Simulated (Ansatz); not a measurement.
This geometry of BBrClHO (5 atoms, charge 0, multiplicity 1) is a first-order saddle point.

Computed with RKS PBE0/def2-SVP (Ansatz 0.2.0).

```xyz
5
Properties=species:S:1:pos:R:3
O 1.066 0.273 0.020
B -0.167 -0.252 -0.055
Cl -0.828 -1.217 1.257
Br -1.233 -0.029 -1.641
H 1.212 1.151 0.378
```

Problem. Which two structures does it join? (They come from a converged band through this point; their orientation in space is the band's.)

Solution. No bond is made or broken. The dihedral H5–O1–B2–Br4 goes from 0 to -180°.

First end point:

```xyz
5
Properties=species:S:1:pos:R:3
O 0.909 0.468 0.433
B -0.185 -0.232 0.115
Cl -0.845 -1.352 1.284
Br -1.032 -0.019 -1.605
H 1.202 1.060 -0.270
```

Last end point:

```xyz
5
Properties=species:S:1:pos:R:3
O 0.831 0.706 -0.150
B -0.216 -0.127 -0.139
Cl -0.577 -1.132 1.267
Br -1.329 -0.210 -1.688
H 1.341 0.689 0.669
```

Problem. How far does it lie above each of them?

Solution. 0.43 eV above the first and 0.42 eV above the second. This is the barrier of this one path; another mechanism may lie lower.

Time of the run: 3.1 min on 1 CPU thread of a shared host.
